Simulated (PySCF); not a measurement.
Delta-SCF ions had no search for a lower state. 

Cartesian coordinates (Å):
```xyz
4

B      0.0000     0.0000     0.0000
H     -0.7552    -0.9178     0.0154
H     -0.4171     1.1130     0.0070
H      1.1722    -0.1953    -0.0224
```
Charge 0, spin multiplicity 1.

Predict the HOMO–LUMO gap, dipole moment, HOMO, vertical ionisation energy (Delta-SCF) and total energy from CAM-B3LYP-D3(BJ)/def2-TZVP run with PySCF.


The HOMO–LUMO gap is 10.58 eV and the dipole moment is 0.00 D. The HOMO is -11.46 eV, the vertical ionisation energy (Delta-SCF) comes out as 13.19 eV and the total energy is -26.5921 Ha.
